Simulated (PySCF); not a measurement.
Ge(F)(Cl)2(Me) (CH₃Cl₂FGe), SMILES [CH3][Ge]([F])([Cl])[Cl].

The structure is a stationary point at B3LYP-D3(BJ)/def2-SVP. The structure was generated by enumeration, and PubChem lists no compound with its InChIKey, so it may never have been made.

Computed with PySCF with PBE/def2-TZVP.

Symmetry labels are those of the subgroup Cs that the program uses (full group Cs).

Computed valence orbital energies around the gap with their symmetry:
```json
[
 {"orbital": "HOMO−7", "symmetry": "A'", "energy (eV)": "-10.32"},
 {"orbital": "HOMO−6", "symmetry": "A\"", "energy (eV)": "-10.30"},
 {"orbital": "HOMO−5", "symmetry": "A\"", "energy (eV)": "-9.30"},
 {"orbital": "HOMO−4", "symmetry": "A'", "energy (eV)": "-9.03"},
 {"orbital": "HOMO−3", "symmetry": "A'", "energy (eV)": "-8.37"},
 {"orbital": "HOMO−2", "symmetry": "A\"", "energy (eV)": "-8.07"},
 {"orbital": "HOMO−1", "symmetry": "A'", "energy (eV)": "-8.02"},
 {"orbital": "HOMO", "symmetry": "A\"", "energy (eV)": "-7.90"},
 {"orbital": "LUMO", "symmetry": "A'", "energy (eV)": "-2.06"},
 {"orbital": "LUMO+1", "symmetry": "A'", "energy (eV)": "-0.34"},
 {"orbital": "LUMO+2", "symmetry": "A\"", "energy (eV)": "-0.05"},
 {"orbital": "LUMO+3", "symmetry": "A'", "energy (eV)": "0.27"}
]
```
